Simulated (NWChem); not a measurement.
Molecule: C2H6OTe; SMILES CO[Te]C

```xyz
10

Te     0.3518    -0.4807    -0.0262
C     -1.7668    -0.9542     0.0565
H     -1.8587    -2.0558    -0.0150
H     -2.3137    -0.4763    -0.7760
H     -2.1520    -0.6121     1.0346
O      0.1443     1.4433     0.6121
C     -0.2434     2.3837    -0.3723
H     -1.2628     2.1940    -0.7864
H     -0.2627     3.3747     0.1322
H      0.4654     2.4465    -1.2309
```
Atoms are numbered in this order, from 1.

Program: NWChem. Medium grid unless said otherwise, to which SCAN and Minnesota functionals are sensitive. Geometry: optimised at PBE-D3(BJ)/def2-SVP. Not confirmed as a minimum by frequencies. def2 effective core potentials on Te; no spin-orbit coupling. Hybrids' shares of exact exchange are those that their runs print; pure functionals count as 0. The functionals differ in more than this share.

```csv
row,share of exact exchange,highest occupied level (eV)
PBE/def2-SVP,0.00,-4.77
BLYP/def2-SVP,0.00,-4.58
TPSSh/def2-SVP,0.10,-5.34
B3LYP/def2-SVP,0.20,-5.66
MPW1K/def2-SVP,0.43,withheld
M05-2X/def2-SVP,0.56,-7.24
```

Q: Fit a straight line of the last column on the one before it, predict the withheld value, and compare with the run.

A: 
1. Means of the 5 shown rows: x = 0.172, y = -5.518. Slope Σ(x − x̄)(y − ȳ)/Σ(x − x̄)² = -0.9749/0.2157 = -4.520; intercept -4.741.
2. The shown rows scatter about the line by 0.100 (root mean square); the largest residual is +0.16, at BLYP/def2-SVP.
3. At x = 0.43 (MPW1K/def2-SVP; inside the shown range) the line gives -6.68.
4. The run gives -6.76, -0.08 from the line, 0.8 times the scatter.
